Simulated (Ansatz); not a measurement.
System: LaI₂ (charge +1, singlet). SMILES of the parent species: [I][La][I]

Atoms: La1, I2, I3. Bonds: La1-I2, La1-I3.

Bond lengths (Å) and angles (degrees) optimised at HF/LANL2DZ with Ansatz (a first-principles code); PBE/LANL2DZ with Ansatz; B3LYP/LANL2DZ with Ansatz; MP2/LANL2DZ with Ansatz, each started from the B3LYP-D3(BJ)/def2-TZVP structure (Ansatz) of the last column. A row stands for all coordinates that are equal there. No wavenumbers were computed at PBE/LANL2DZ, MP2/LANL2DZ, so these may be saddle points.

```tsv
coordinate	HF/LANL2DZ	PBE/LANL2DZ	B3LYP/LANL2DZ	MP2/LANL2DZ	B3LYP-D3(BJ)/def2-TZVP
La1-I2	2.964	2.916	2.928	2.964	2.883
I2-La1-I3	110.0	102.3	104.2	104.2	106.0
```

Mean signed difference of all 2 bond lengths from B3LYP-D3(BJ)/def2-TZVP: HF/LANL2DZ 0.081 Å, PBE/LANL2DZ 0.033 Å, B3LYP/LANL2DZ 0.045 Å, MP2/LANL2DZ 0.082 Å.
